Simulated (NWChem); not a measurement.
System: BiF3; SMILES [F][Bi]([F])[F]

```xyz
4

Bi     0.0000     0.0000     0.2544
F     -0.7053     1.6132    -0.7819
F      1.7497    -0.1957    -0.7819
F     -1.0444    -1.4174    -0.7819
```
Atoms are numbered in this order, from 1.

Computed with NWChem. Structure relaxed at the PBE-D3(BJ)/def2-SVP level. def2 effective core potentials on Bi; no spin-orbit coupling.

Problem. What does the run give for OLYP/def2-SVP? Quantities: highest occupied level (eV); orbital gap (eV); dipole (D).

Solution. 
| Item | Result |
|---|---|
| highest occupied level (eV) | -7.92 |
| orbital gap (eV) | 5.76 |
| dipole (D) | 4.82 |
